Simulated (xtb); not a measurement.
Cl3Ga, charge -1, doublet, from a rough starting geometry (GFN-xTB shapes and energies of metal compounds can be far from the true ones) (a state made from the parent by changing its charge; the spin is typed, not shown lowest); GFN2-xTB in xtb.

xtb was given this input:
```
$ xtb mol.xyz --gfn 2 --chrg -1 --uhf 1 --opt vtight --json

# file mol.xyz
4

Ga     0.00929149     0.01479990    -0.00070967
Cl    -1.78373736    -1.14963199    -0.21863801
Cl     0.11062064     1.90125449    -0.73043844
Cl     1.63586637    -0.84878246     0.91919531
```

It wrote (shortened):

```
   ID    Z sym.   atoms
    1   31 Ga     1
    2   17 Cl     2-4

           -------------------------------------------------
          |                Calculation Setup                |
           -------------------------------------------------

           -------------------------------------------------
          |                 G F N 2 - x T B                 |
           -------------------------------------------------

          ...................................................
          :                      SETUP                      :
          :.................................................:
          :  # basis functions                  40          :
          :  # atomic orbitals                  36          :
          :  # shells                           12          :
          :  # electrons                        25          :
          :  max. iterations                   250          :
          :  Hamiltonian                  GFN2-xTB          :
          :  restarted?                      false          :
          :  GBSA solvation                  false          :
          :  PC potential                    false          :
          :  electronic temp.          300.0000000     K    :
          :  accuracy                    1.0000000          :
          :  -> integral cutoff          0.2500000E+02      :
          :  -> integral neglect         0.1000000E-07      :
          :  -> SCF convergence          0.1000000E-05 Eh   :
          :  -> wf. convergence          0.1000000E-03 e    :
          :  Broyden damping             0.4000000          :
          :  net charge                         -1          :
          :  unpaired electrons                  1          :
          ...................................................

 iter      E             dE          RMSdq      gap      omega  full diag
   1    -15.2384225 -0.152384E+02  0.715E+00    2.87       0.0  T
   2    -15.2538931 -0.154706E-01  0.401E+00    3.18       1.0  T
   3    -15.2573547 -0.346157E-02  0.206E+00    3.60       1.0  T
   4    -15.2561835  0.117120E-02  0.103E+00    3.64       1.0  T
   5    -15.2588135 -0.263002E-02  0.666E-01    3.75       1.0  T
   6    -15.2589111 -0.975996E-04  0.131E-01    3.75       1.0  T
   7    -15.2589172 -0.609066E-05  0.652E-02    3.75       1.0  T
   8    -15.2589198 -0.256947E-05  0.400E-02    3.76       1.3  T
   9    -15.2589196  0.189162E-06  0.159E-02    3.76       3.1  T
  10    -15.2589202 -0.647493E-06  0.398E-03    3.76      12.6  T
  11    -15.2589202 -0.105314E-07  0.263E-03    3.76      19.0  T
  12    -15.2589202 -0.696703E-08  0.322E-03    3.76      15.5  T
  13    -15.2589202 -0.615303E-08  0.101E-03    3.76      49.7  T
  14    -15.2589202 -0.166526E-08  0.342E-04    3.76     146.1  T
  15    -15.2589202 -0.511928E-10  0.296E-04    3.76     168.7  T

   *** convergence criteria satisfied after 15 iterations ***

         :::::::::::::::::::::::::::::::::::::::::::::::::::::
         ::                     SUMMARY                     ::
         :::::::::::::::::::::::::::::::::::::::::::::::::::::
         :: total energy             -15.244681882511 Eh    ::
         :: gradient norm              0.090737790402 Eh/a0 ::
         :: HOMO-LUMO gap              3.756644260144 eV    ::
         ::.................................................::
         :: SCC energy               -15.258918918506 Eh    ::
         :: -> isotropic ES            0.100199857810 Eh    ::
         :: -> anisotropic ES         -0.009745070835 Eh    ::
         :: -> anisotropic XC         -0.011477181752 Eh    ::
         :: -> dispersion             -0.004151106665 Eh    ::
         :: repulsion energy           0.014237035994 Eh    ::
         :: add. restraining           0.000000000000 Eh    ::
         :: total charge              -1.000000000000 e     ::
         :::::::::::::::::::::::::::::::::::::::::::::::::::::

      -----------------------------------------------------------
     |                   =====================                   |
     |                        A N C O P T                        |
     |                   =====================                   |
     |               Approximate Normal Coordinate               |
     |                Rational Function Optimizer                |
      -----------------------------------------------------------
      -----------------------------------------------------------
     |                   =====================                   |
     |                        A N C O P T                        |
     |                   =====================                   |
     |               Approximate Normal Coordinate               |
     |                Rational Function Optimizer                |
      -----------------------------------------------------------

          ...................................................
          :                      SETUP                      :
          :.................................................:
          :   optimization level         verytight          :
          :   max. optcycles                   200          :
          :   ANC micro-cycles                  20          :
          :   degrees of freedom                 6          :
          :.................................................:
          :   RF solver                   davidson          :
          :   write xtbopt.log                true          :
          :   linear?                        false          :
          :   energy convergence         0.1000000E-06 Eh   :
          :   grad. convergence          0.2000000E-03 Eh/α :
          :   maxmium RF displ.          1.0000000          :
          :   Hlow (freq-cutoff)         0.1000000E-01      :
          :   Hmax (freq-cutoff)         5.0000000          :
          :   S6 in model hess.         20.0000000          :
          ...................................................

[...]
 * total energy  :   -15.2700543 Eh     change       -0.2537240E-01 Eh
 * total energy  :   -15.2753840 Eh     change       -0.5329682E-02 Eh
 * total energy  :   -15.2769709 Eh     change       -0.1586958E-02 Eh
 * total energy  :   -15.2776101 Eh     change       -0.6391790E-03 Eh
 * total energy  :   -15.2789500 Eh     change       -0.1339868E-02 Eh
 * total energy  :   -15.2802867 Eh     change       -0.1336691E-02 Eh
 * total energy  :   -15.2813811 Eh     change       -0.1094393E-02 Eh
 * total energy  :   -15.2815206 Eh     change       -0.1395351E-03 Eh
 * total energy  :   -15.2815395 Eh     change       -0.1892209E-04 Eh
 * total energy  :   -15.2815497 Eh     change       -0.1022150E-04 Eh
 * total energy  :   -15.2815507 Eh     change       -0.9728870E-06 Eh
 * total energy  :   -15.2815508 Eh     change       -0.1196935E-06 Eh
 * total energy  :   -15.2815508 Eh     change       -0.1008292E-07 Eh
   *** GEOMETRY OPTIMIZATION CONVERGED AFTER 14 ITERATIONS ***
[...]
          :  -> wf. convergence          0.1000000E-03 e    :
          :  Broyden damping             0.4000000          :
          :  net charge                         -1          :
          :  unpaired electrons                  1          :
          ...................................................

 iter      E             dE          RMSdq      gap      omega  full diag
   1    -15.2842933 -0.152843E+02  0.161E-04    7.02       0.0  T
   2    -15.2842933 -0.110916E-10  0.140E-04    7.02     356.4  T
   3    -15.2842933 -0.331077E-10  0.641E-05    7.02     779.7  T

   *** convergence criteria satisfied after 3 iterations ***

         :::::::::::::::::::::::::::::::::::::::::::::::::::::
         ::                     SUMMARY                     ::
         :::::::::::::::::::::::::::::::::::::::::::::::::::::
         :: total energy             -15.281550839949 Eh    ::
         :: gradient norm              0.000026747123 Eh/a0 ::
         :: HOMO-LUMO gap              7.022814381879 eV    ::
         ::.................................................::
         :: SCC energy               -15.284291785973 Eh    ::
         :: -> isotropic ES            0.108007511313 Eh    ::
         :: -> anisotropic ES         -0.006059862422 Eh    ::
         :: -> anisotropic XC         -0.005023528441 Eh    ::
         :: -> dispersion             -0.004127871531 Eh    ::
         :: repulsion energy           0.002740946025 Eh    ::
         :: add. restraining           0.000000000000 Eh    ::
         :: total charge              -1.000000000000 e     ::
         :::::::::::::::::::::::::::::::::::::::::::::::::::::

           -------------------------------------------------
          |                Property Printout                |
           -------------------------------------------------

    * Orbital Energies and Occupations

         #    Occupation            Energy/Eh            Energy/eV
      -------------------------------------------------------------
         1        2.0000           -0.9020820             -24.5469
         2        2.0000           -0.9020691             -24.5465
         3        2.0000           -0.8963608             -24.3912
         4        2.0000           -0.3634107              -9.8889
         5        2.0000           -0.2881102              -7.8399
         6        2.0000           -0.2881078              -7.8398
         7        2.0000           -0.2815697              -7.6619
         8        2.0000           -0.2800015              -7.6192
         9        2.0000           -0.2799956              -7.6191
        10        2.0000           -0.2680289              -7.2934
        11        2.0000           -0.2680265              -7.2934
        12        2.0000           -0.2662404              -7.2448
        13        1.0000           -0.1783278              -4.8525 (HOMO)
        14                          0.0797559               2.1703 (LUMO)
        15                          0.0797653               2.1705
        16                          0.0972113               2.6453
        17                          0.1893470               5.1524
        18                          0.1893487               5.1524
        19                          0.1934467               5.2640
        20                          0.1943922               5.2897
        21                          0.1944107               5.2902
        22                          0.1944130               5.2902
        23                          0.1947959               5.3007
        24                          0.1948056               5.3009
       ...                                ...                  ...
        36                          1.2527492              34.0890
      -------------------------------------------------------------
                  HL-Gap            0.2580837 Eh            7.0228 eV
             Fermi-level           -0.1357850 Eh           -3.6949 eV

     #   Z          covCN         q      C6AA      α(0)
     1  31 Ga       2.337    -0.007   218.986    33.186
     2  17 Cl       0.779    -0.331   109.644    16.018
     3  17 Cl       0.779    -0.331   109.644    16.018
     4  17 Cl       0.779    -0.331   109.640    16.017

 Mol. C6AA /au·bohr⁶  :       2087.387571
 Mol. C8AA /au·bohr⁸  :     126169.658251
 Mol. α(0) /au        :         81.238895

Wiberg/Mayer (AO) data.
largest (>0.10) Wiberg bond orders for each atom

 ---------------------------------------------------------------------------
     #   Z sym  total        # sym  WBO       # sym  WBO       # sym  WBO
 ---------------------------------------------------------------------------
     1  31 Ga   3.049 --     4 Cl   1.016     2 Cl   1.016     3 Cl   1.016
     2  17 Cl   1.153 --     1 Ga   1.016
     3  17 Cl   1.152 --     1 Ga   1.016
     4  17 Cl   1.153 --     1 Ga   1.016
 ---------------------------------------------------------------------------

Topologies differ in total number of bonds
Writing topology from bond orders to xtbtopo.mol

molecular dipole:
                 x           y           z       tot (Debye)
 q only:       -0.114       0.169       0.352
   full:       -0.137       0.193       0.412       1.208
molecular quadrupole (traceless):
                xx          xy          yy          xz          yz          zz
 q only:       -2.574      -1.311      -2.535      -3.397       3.453       5.109
  q+dip:       -3.620      -1.842      -3.559      -4.772       4.857       7.180
   full:       -3.851      -1.959      -3.784      -5.074       5.167       7.636

optimized geometry written to: xtbopt.xyz

           -------------------------------------------------
          | TOTAL ENERGY              -15.281550839949 Eh   |
          | GRADIENT NORM               0.000026747123 Eh/α |
          | HOMO-LUMO GAP               7.022814381879 eV   |
           -------------------------------------------------

normal termination of xtb
```
